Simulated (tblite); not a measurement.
C₄H₇NSi.
Atom-mapped SMILES: `[CH2:1]=[CH:2][C@@H:3]([SiH3:4])[C:5]#[N:6]` (hydrogens: H7, H8 on C1; H9 on C2; H10 on C3; H11, H12, H13 on Si4)

Computed with GFN2-xTB (tblite), gas phase: Langevin dynamics at 600 K from the optimised GFN2-xTB geometry, time step 0.5 fs, friction 0.01 fs⁻¹, 2000 steps. The instantaneous temperature is 2·E(kin)/(3Nk) with all 3N coordinates.

| t (fs) | T (K) | E(pot) above start (eV) | C1=C2 (Å) | C2–C3 (Å) | C3–Si4 (Å) | C3–C5 (Å) | C5≡N6 (Å) | C1–H7 (Å) | C1–C2–C3–Si4 (°) |
| --- | --- | --- | --- | --- | --- | --- | --- | --- | --- |
| 0 | 500 | 0.000 | 1.320 | 1.494 | 1.934 | 1.430 | 1.145 | 1.076 | 104 |
| 25 | 259 | 0.497 | 1.299 | 1.482 | 1.939 | 1.476 | 1.150 | 1.160 | 105 |
| 50 | 339 | 0.401 | 1.326 | 1.473 | 1.905 | 1.455 | 1.161 | 1.049 | 93 |
| 75 | 314 | 0.412 | 1.310 | 1.451 | 1.950 | 1.477 | 1.158 | 1.054 | 85 |
| 100 | 345 | 0.516 | 1.335 | 1.481 | 1.964 | 1.441 | 1.149 | 1.165 | 80 |
| 125 | 363 | 0.601 | 1.331 | 1.461 | 1.931 | 1.417 | 1.128 | 1.047 | 73 |
| 150 | 348 | 0.842 | 1.294 | 1.519 | 1.981 | 1.415 | 1.143 | 1.041 | 77 |
| 175 | 533 | 0.705 | 1.320 | 1.607 | 1.928 | 1.434 | 1.178 | 1.131 | 71 |
| 200 | 406 | 0.502 | 1.344 | 1.507 | 1.947 | 1.382 | 1.139 | 1.081 | 91 |
| 225 | 418 | 0.509 | 1.320 | 1.477 | 2.043 | 1.439 | 1.131 | 1.057 | 86 |
| 250 | 376 | 0.517 | 1.311 | 1.501 | 2.031 | 1.418 | 1.133 | 1.099 | 98 |
| 275 | 467 | 0.592 | 1.309 | 1.484 | 1.876 | 1.427 | 1.146 | 1.075 | 112 |
| 300 | 422 | 0.650 | 1.314 | 1.501 | 1.998 | 1.448 | 1.144 | 1.121 | 110 |
| 325 | 421 | 0.730 | 1.318 | 1.512 | 1.882 | 1.479 | 1.144 | 1.044 | 106 |
| 350 | 402 | 0.843 | 1.319 | 1.477 | 1.991 | 1.493 | 1.164 | 1.121 | 76 |
| 375 | 642 | 0.665 | 1.327 | 1.464 | 1.904 | 1.436 | 1.181 | 1.151 | 73 |
| 400 | 603 | 0.578 | 1.310 | 1.478 | 1.991 | 1.413 | 1.162 | 1.006 | 82 |
| 425 | 457 | 1.015 | 1.361 | 1.612 | 1.923 | 1.423 | 1.113 | 1.104 | 95 |
| 450 | 590 | 0.523 | 1.327 | 1.505 | 1.951 | 1.384 | 1.130 | 1.129 | 92 |
| 475 | 532 | 0.957 | 1.303 | 1.434 | 1.931 | 1.451 | 1.154 | 1.055 | 99 |
| 500 | 482 | 0.889 | 1.356 | 1.467 | 1.938 | 1.534 | 1.165 | 1.068 | 108 |
| 525 | 596 | 0.952 | 1.313 | 1.454 | 1.869 | 1.512 | 1.175 | 1.100 | 127 |
| 550 | 623 | 0.736 | 1.262 | 1.485 | 1.986 | 1.414 | 1.158 | 1.082 | 124 |
| 575 | 380 | 0.860 | 1.303 | 1.627 | 1.898 | 1.431 | 1.131 | 1.066 | 126 |
| 600 | 463 | 1.060 | 1.320 | 1.490 | 1.999 | 1.454 | 1.138 | 1.087 | 126 |
| 625 | 546 | 0.976 | 1.348 | 1.483 | 1.999 | 1.439 | 1.162 | 1.095 | 119 |
| 650 | 604 | 1.086 | 1.353 | 1.462 | 1.884 | 1.405 | 1.148 | 1.072 | 109 |
| 675 | 643 | 1.046 | 1.327 | 1.472 | 1.998 | 1.507 | 1.141 | 1.032 | 98 |
| 700 | 773 | 0.971 | 1.278 | 1.497 | 1.980 | 1.424 | 1.158 | 1.091 | 82 |
| 725 | 795 | 0.936 | 1.336 | 1.538 | 1.860 | 1.507 | 1.153 | 1.094 | 62 |
| 750 | 830 | 0.790 | 1.352 | 1.530 | 1.994 | 1.462 | 1.162 | 1.031 | 38 |
| 775 | 646 | 0.995 | 1.263 | 1.461 | 1.920 | 1.391 | 1.147 | 1.089 | 38 |
| 800 | 572 | 1.145 | 1.319 | 1.549 | 1.952 | 1.447 | 1.122 | 1.133 | 20 |
| 825 | 626 | 1.109 | 1.368 | 1.476 | 1.933 | 1.428 | 1.145 | 1.040 | 7 |
| 850 | 547 | 1.157 | 1.304 | 1.521 | 2.007 | 1.442 | 1.188 | 1.046 | -10 |
| 875 | 658 | 1.115 | 1.284 | 1.505 | 1.901 | 1.479 | 1.163 | 1.063 | -20 |
| 900 | 681 | 0.697 | 1.327 | 1.515 | 1.911 | 1.496 | 1.121 | 1.058 | -34 |
| 925 | 466 | 1.077 | 1.346 | 1.496 | 2.093 | 1.420 | 1.130 | 1.053 | -47 |
| 950 | 694 | 1.051 | 1.335 | 1.455 | 1.888 | 1.378 | 1.181 | 1.122 | -46 |
| 975 | 769 | 0.808 | 1.325 | 1.480 | 1.979 | 1.464 | 1.180 | 1.085 | -47 |
| 1000 | 539 | 0.979 | 1.313 | 1.513 | 1.978 | 1.462 | 1.111 | 1.074 | -40 |

Problem. From 500 fs on, how do temperature and potential energy compare with equipartition?

Solution. The mean temperature of these 21 frames is 616 K against the target 600 K, and the mean potential energy 0.97 eV against 33 × kT/2 = 0.85 eV for 33 classical harmonic modes. For 13 atoms in a canonical ensemble the temperature itself scatters by T·√(2/(3N)) = 136 K; here its standard deviation is 115 K. The whole run lasts only 10 friction times of 100 fs, so these averages carry a wide statistical error.

Problem. What are the kinetic and total energies of the listed frame with the highest potential energy?

Solution. The one at 850 fs, 1.157 eV above the start. Its kinetic energy is 3NkT/2 = 0.919 eV at 547 K, so the sum is 2.08 eV; over the listed frames the sum runs from 0.84 to 2.27 eV, since the thermostat adds and removes energy.

Problem. How much do the listed bonds fluctuate from 500 fs on?

Solution. 
| bond | at the start (Å) | mean (Å) | standard deviation (Å) |
| --- | --- | --- | --- |
| C1=C2 | 1.320 | 1.320 | 0.029 |
| C2–C3 | 1.494 | 1.499 | 0.039 |
| C3–Si4 | 1.934 | 1.951 | 0.057 |
| C3–C5 | 1.430 | 1.452 | 0.041 |
| C5≡N6 | 1.145 | 1.151 | 0.021 |
| C1–H7 | 1.076 | 1.075 | 0.026 |

The motion is classical and holds no zero-point motion.

What follows is the cost of the whole dynamics run. Time: 31 s; peak memory 0.18 GiB. Hardware: one thread of an Intel Xeon at 2.50 GHz, on a shared host.
